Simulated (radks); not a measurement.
The numbers below are computed, except where a source is named.
Ionisation of Hf, [Xe] 4f14 5d2 6s2, to Hf+, [Xe] 4f14 5d1 6s2, under several functionals. Dirac Kohn-Sham, spin-unpolarised, spherical densities, finite nucleus; open shells fill j = l - 1/2 first; a radial shooting solver on a logarithmic mesh with Libxc functionals. The NIST Atomic Spectra Database gives 6.825 eV (measured). Rank these functionals by the error of their Delta-SCF ionisation energy: LDA (Slater exchange, Perdew-Wang correlation); LDA (Slater exchange, VWN5 correlation); exchange-only B88; Wu-Cohen GGA; OLYP.

Answer. From best to worst: Wu-Cohen GGA 6.749 eV (-0.076); LDA (Slater exchange, Perdew-Wang correlation) 6.932 eV (+0.107); LDA (Slater exchange, VWN5 correlation) 6.934 eV (+0.109); OLYP 6.510 eV (-0.315); exchange-only B88 5.847 eV (-0.979). Spin polarisation and multiplet splitting are left out, so open shells lie too high by an amount that depends on their filling.

Beside tabulated values, note that spin-unpolarised runs miss the spin-polarisation part of the exchange energy of open shells.
